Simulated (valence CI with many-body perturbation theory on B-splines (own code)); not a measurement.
## E1 transitions of Cl12+

Level of theory: configuration interaction combined with many-body perturbation theory (CI+MBPT): three valence electrons over a frozen Dirac-Fock core [He], a basis of 11 s, 11 p, 9 d, 7 f, 5 g, 2 h, 1 i functions for each j, with the one-electron correlation potential Σ1 (screened to all orders), the two-electron term Σ2, the three-electron term Σ3, Breit, model QED; selected single and double excitations, second order for the rest, scaled by the run's own slope (own B-spline code, finite nucleus).

No measured spectrum was set against this ion. As an estimate, levels of excited configurations hold to 0.05 to 0.15 % of their energy, terms of the ground configuration to about 0.5 %.

Lines 1 to 50 of 236 in falling wavelength, among levels below 3647.7 × 10³ cm⁻¹, chosen from the strongest by gf and those to the six lowest levels. Wavelengths and rates use the calculated energies, so an error of 400 cm⁻¹ moves a line at 1382 Å by 0.55 % and its rate by three times that or more. Electric multipoles are in the length gauge, E1 and E2 with the static RPA response of the core. Weak lines are less certain than strong ones. Lines between different terms over intervals too small for the method are left out, as are lines whose strength nearly cancels. The highest levels of a list are the least certain.

Names give the largest LS component (configuration and term), which can be under half, so a name can repeat, a term be missing and a line seem to break the LS rules; names also repeat where a configuration has a term twice. Letters in brackets count levels of one name in rising energy.

| λ vac (Å) | Upper | Lower | A (s⁻¹) | S (a.u.) with core polarisation | S without |
| --- | --- | --- | --- | --- | --- |
| 1382 | 2s2p3d ⁴D°_7/2 | 2s2p3p ⁴P_5/2 | 1.08e+08 | 1.12e+00 | 1.12e+00 |
| 1237 | 2s2p3d ⁴P°_5/2 | 2s2p3p ⁴P_5/2 | 6.81e+07 | 3.82e-01 | 3.82e-01 |
| 1221 | 2s2p3d ⁴F°_9/2 | 2s2p3p ⁴D_7/2 | 2.34e+08 | 2.11e+00 | 2.11e+00 |
| 1194 | 2s2p3d ⁴F°_7/2 | 2s2p3p ⁴D_5/2 | 2.28e+08 | 1.53e+00 | 1.53e+00 |
| 1183 | 2s2p3d ²F°_7/2 [b] | 2s2p3p ²D_5/2 [b] | 2.14e+08 | 1.40e+00 | 1.40e+00 |
| 1170 | 2p²3p ⁴D°_1/2 | 2p²3s ⁴P_1/2 | 2.87e+08 | 4.53e-01 | 4.54e-01 |
| 1145 | 2s2p3d ⁴F°_5/2 | 2s2p3p ⁴D_3/2 | 1.73e+08 | 7.72e-01 | 7.72e-01 |
| 1145 | 2s2p3d ²F°_5/2 [b] | 2s2p3p ²D_3/2 [b] | 1.63e+08 | 7.25e-01 | 7.24e-01 |
| 1127 | 2s2p3d ²P°_3/2 [a] | 2s2p3p ²S_1/2 [a] | 1.66e+08 | 4.68e-01 | 4.68e-01 |
| 1125 | 2s2p3d ⁴F°_3/2 | 2s2p3p ⁴D_1/2 | 1.66e+08 | 4.66e-01 | 4.66e-01 |
| 1091 | 2s2p3d ²P°_3/2 [b] | 2s2p3p ²S_1/2 [b] | 1.74e+08 | 4.46e-01 | 4.46e-01 |
| 1079 | 2s2p3p ⁴D_3/2 | 2s2p3s ⁴P°_3/2 | 1.86e+08 | 4.60e-01 | 4.60e-01 |
| 1031 | 2s2p3d ²D°_5/2 [b] | 2s2p3p ²P_3/2 [b] | 2.14e+08 | 6.94e-01 | 6.94e-01 |
| 1015 | 2s2p3p ²D_5/2 [a] | 2s2p3s ²P°_3/2 [a] | 4.38e+08 | 1.36e+00 | 1.36e+00 |
| 1013 | 2s²3d ²D_5/2 | 2s²3p ²P°_3/2 | 3.67e+08 | 1.13e+00 | 1.13e+00 |
| 1008 | 2s2p3p ²D_3/2 [a] | 2s2p3s ²P°_1/2 [a] | 3.36e+08 | 6.79e-01 | 6.79e-01 |
| 1004 | 2s2p3d ²D°_3/2 [b] | 2s2p3p ²P_1/2 [b] | 2.04e+08 | 4.08e-01 | 4.07e-01 |
| 999.3 | 2s2p3p ⁴D_7/2 | 2s2p3s ⁴P°_5/2 | 5.02e+08 | 1.98e+00 | 1.98e+00 |
| 990.4 | 2s2p3d ⁴P°_5/2 | 2s2p3p ⁴S_3/2 | 2.17e+08 | 6.23e-01 | 6.23e-01 |
| 987.3 | 2s2p3p ⁴D_5/2 | 2s2p3s ⁴P°_3/2 | 4.09e+08 | 1.16e+00 | 1.16e+00 |
| 979.4 | 2s2p3p ²D_3/2 [b] | 2s2p3s ²P°_3/2 [b] | 2.92e+08 | 5.41e-01 | 5.41e-01 |
| 979.0 | 2s²3d ²D_3/2 | 2s²3p ²P°_1/2 | 3.36e+08 | 6.23e-01 | 6.22e-01 |
| 975.0 | 2s2p3d ⁴D°_7/2 | 2s2p3p ⁴D_7/2 | 1.08e+08 | 3.94e-01 | 3.94e-01 |
| 972.8 | 2s2p3d ⁴P°_3/2 | 2s2p3p ⁴S_3/2 | 1.66e+08 | 3.01e-01 | 3.01e-01 |
| 958.4 | 2s2p3p ²D_5/2 [b] | 2s2p3s ²P°_3/2 [b] | 3.94e+08 | 1.03e+00 | 1.03e+00 |
| 955.3 | 2s²3p ²P°_1/2 | 2s²3s ²S_1/2 | 5.19e+08 | 4.47e-01 | 4.47e-01 |
| 953.7 | 2s2p3d ⁴D°_5/2 | 2s2p3p ²P_3/2 [a] | 1.50e+08 | 3.85e-01 | 3.84e-01 |
| 941.5 | 2s2p3p ²P_3/2 [b] | 2s2p3s ²P°_1/2 [b] | 3.26e+08 | 5.37e-01 | 5.37e-01 |
| 913.8 | 2s²3p ²P°_3/2 | 2s²3s ²S_1/2 | 5.92e+08 | 8.92e-01 | 8.93e-01 |
| 895.7 | 2s2p3d ²F°_7/2 [a] | 2s2p3p ²D_5/2 [a] | 6.16e+08 | 1.75e+00 | 1.75e+00 |
| 892.2 | 2s2p3d ²F°_5/2 [a] | 2s2p3p ²D_3/2 [a] | 5.76e+08 | 1.21e+00 | 1.21e+00 |
| 886.0 | 2s2p3d ²D°_5/2 [a] | 2s2p3p ²P_3/2 [a] | 1.81e+08 | 3.72e-01 | 3.72e-01 |
| 884.5 | 2s2p3d ²D°_3/2 [a] | 2s2p3p ²P_1/2 [a] | 2.18e+08 | 2.98e-01 | 2.98e-01 |
| 826.5 | 2s2p3p ⁴S_3/2 | 2s2p3s ⁴P°_3/2 | 3.96e+08 | 4.41e-01 | 4.42e-01 |
| 795.2 | 2s2p3p ²S_1/2 [a] | 2s2p3s ²P°_3/2 [a] | 7.57e+08 | 3.76e-01 | 3.76e-01 |
| 793.0 | 2s2p3p ⁴P_3/2 | 2s2p3s ⁴P°_5/2 | 7.70e+08 | 7.58e-01 | 7.59e-01 |
| 790.6 | 2s2p3p ⁴S_3/2 | 2s2p3s ⁴P°_1/2 | 2.73e+08 | 2.66e-01 | 2.67e-01 |
| 767.6 | 2s2p3p ⁴P_5/2 | 2s2p3s ⁴P°_5/2 | 8.83e+08 | 1.18e+00 | 1.18e+00 |
| 764.0 | 2s2p3p ⁴P_1/2 | 2s2p3s ⁴P°_3/2 | 1.03e+09 | 4.52e-01 | 4.52e-01 |
| 708.5 | 2s2p3p ⁴P_5/2 | 2s2p3s ⁴P°_3/2 | 3.30e+08 | 3.47e-01 | 3.47e-01 |
| 701.9 | 2s2p3p ⁴P_3/2 | 2s2p3s ⁴P°_1/2 | 3.17e+08 | 2.16e-01 | 2.16e-01 |
| 581.9 | 2s2p3d ²P°_3/2 [a] | 2s2p3p ²P_3/2 [a] | 5.71e+08 | 2.22e-01 | 2.22e-01 |
| 419.7 | 2p³ ²D°_5/2 | 2s2p² ²P_3/2 | 1.50e+09 | 3.29e-01 | 3.31e-01 |
| 407.7 | 2p³ ²D°_3/2 | 2s2p² ²P_1/2 | 1.30e+09 | 1.74e-01 | 1.75e-01 |
| 392.7 | 2s2p3p ²D_5/2 [b] | 2s2p3s ²P°_3/2 [a] | 6.90e+08 | 1.24e-01 | 1.24e-01 |
| 302.2 | 2p³ ²P°_3/2 | 2s2p² ²P_3/2 | 5.84e+09 | 3.18e-01 | 3.20e-01 |
| 297.5 | 2p³ ²P°_1/2 | 2s2p² ²P_1/2 | 5.73e+09 | 1.49e-01 | 1.50e-01 |
| 283.4 | 2p²3p ²S°_1/2 | 2s2p3p ⁴D_3/2 | 3.74e+09 | 8.39e-02 | 8.43e-02 |
| 277.4 | 2s2p² ²D_3/2 | 2s²2p ²P°_3/2 | 2.84e+08 | 1.20e-02 | 1.20e-02 |
| 277.0 | 2s2p² ²D_5/2 | 2s²2p ²P°_3/2 | 2.78e+09 | 1.75e-01 | 1.76e-01 |
